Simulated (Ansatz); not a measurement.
Basis-set extrapolation for `C=C[Si](C)(O)F` (PBE0-D4/def2-TZVP geometry, frozen core, Ansatz). Multiplicity 1, RHF reference.

```json
{"": "HF", "def2-TZVPP": "-581.182778", "def2-QZVPP": "-581.205951"}
{"": "MP2 correlation", "def2-TZVPP": "-1.104633", "def2-QZVPP": "-1.190299"}
{"": "CCSD(T) correlation", "def2-TZVPP": "-1.187720", "def2-QZVPP": "not run"}
```

Energies in hartree. Use E(X) = E(∞) + A·exp(−7.88·√X) for Hartree–Fock and E(X) = E(∞) + B·X^(−2.97) for correlation, with X = 3 and 4, and add CCSD(T) minus MP2 of the smaller set to the MP2 limit.

What is the CCSD(T) energy at the basis-set limit?

HF limit: -581.205951 + (-0.023173) × 0.13774 = -581.20914. MP2 limit: -1.190299 + (-0.085666) × 0.74074 = -1.25376. Higher-order term: -1.187720 − (-1.104633) = -0.08309. Total: -582.54599 hartree, 110.1 kcal/mol below CCSD(T)/def2-TZVPP.
